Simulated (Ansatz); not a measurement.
Ansatz (an electronic-structure program) input (CCSD(T)/def2-SVPD):

Ansatz 0.2 input:
```yaml
crystal:
  periodic: [false, false, false]
  atoms:
    - {symbol: Si, position_ang: [0.47066539, -0.16821230, 0.69309430]}
    - {symbol: Br, position_ang: [-0.30554667, -1.77990946, -0.68183742]}
    - {symbol: Br, position_ang: [-0.46397419, 1.84856812, 0.30636999]}
    - {symbol: N, position_ang: [2.13808283, -0.00716241, 0.36907210]}
    - {symbol: H, position_ang: [2.72414256, -0.81146223, 0.20598770]}
    - {symbol: H, position_ang: [2.65319225, 0.81351818, 0.64854732]}
basis:
  gaussian:
    orbitals: def2-SVPD
magnetization: {spin_polarized: true, initial_magnetization: 1}
correlation: {method: ccsd_t, electrons: outside_noble_gas}
output: {forces: true}
```

Output:

```
Functional definition: HF
integrals: 0.57 GiB planned
1368 factors; integrals over basis functions are off by at most 1.0e-3 eV
mean field: 1.74 GiB planned
mean field evaluation 1: about -149353.1561 eV, gradient 2.1e1 eV
mean field evaluation 2: about -149353.1640 eV, gradient 2.1e1 eV
mean field evaluation 4: about -149355.6793 eV, gradient 2.3e0 eV
mean field evaluation 8: about -149355.7738 eV, gradient 1.6e-1 eV
mean field evaluation 16: about -149355.7518 eV, gradient 7.0e-1 eV
mean field -149355.77462456 eV, -5488.7234804725 hartree, gradient 4.1e-6 eV, S^2 0.758146; 0 other end points of the search recorded, 0 dependent functions left out
34 core orbitals not correlated
reference -149355.77462456 eV, -5488.7234804725 hartree; 13, 12 occupied and 95, 96 virtual orbitals, 1368 factors
densities: 2.46 GiB planned
second order -13.86040301 eV of doubles, -0.00000000 eV of singles
coupled cluster: 1.42 GiB planned
cycle   1  -14.43542138 eV  change   -5.8e-1 eV  update   8.8e-2
cycle   2  -14.75325356 eV  change   -3.2e-1 eV  update   2.7e-2
cycle   3  -14.82957101 eV  change   -7.6e-2 eV  update   1.6e-2
cycle   4  -14.82580975 eV  change    3.8e-3 eV  update   5.5e-3
cycle   5  -14.82489508 eV  change    9.1e-4 eV  update   2.8e-3
cycle   6  -14.82571767 eV  change   -8.2e-4 eV  update   1.0e-3
cycle   7  -14.82593629 eV  change   -2.2e-4 eV  update   4.3e-4
cycle   8  -14.82601977 eV  change   -8.3e-5 eV  update   1.5e-4
cycle   9  -14.82601133 eV  change    8.4e-6 eV  update   6.7e-5
cycle  10  -14.82598976 eV  change    2.2e-5 eV  update   3.0e-5
cycle  11  -14.82600514 eV  change   -1.5e-5 eV  update   1.5e-5
cycle  12  -14.82600528 eV  change   -1.4e-7 eV  update   6.6e-6
cycle  13  -14.82600741 eV  change   -2.1e-6 eV  update   2.6e-6
perturbative correction -0.49909372 eV, -0.0183413558 hartree
the calculation of the forces begins
Total energy: -149371.09972569 eV, -5489.2866675511 hartree
Atom 0 at     0.470665    -0.168212     0.693094 Å, force    -0.636590    -0.082599     0.201228 eV/Å
Atom 1 at    -0.305547    -1.779909    -0.681837 Å, force    -0.028825    -0.068420    -0.055732 eV/Å
Atom 2 at    -0.463974     1.848568     0.306370 Å, force    -0.035506     0.084617    -0.014053 eV/Å
Atom 3 at     2.138083    -0.007162     0.369072 Å, force     0.277556     0.054676    -0.156261 eV/Å
Atom 4 at     2.724143    -0.811462     0.205988 Å, force     0.224222    -0.281340    -0.065810 eV/Å
Atom 5 at     2.653192     0.813518     0.648547 Å, force     0.199142     0.293066     0.090628 eV/Å
Dipole moment:     0.530254    -0.025484     0.178581 e Å
```

It need not be the lowest isomer of its formula.
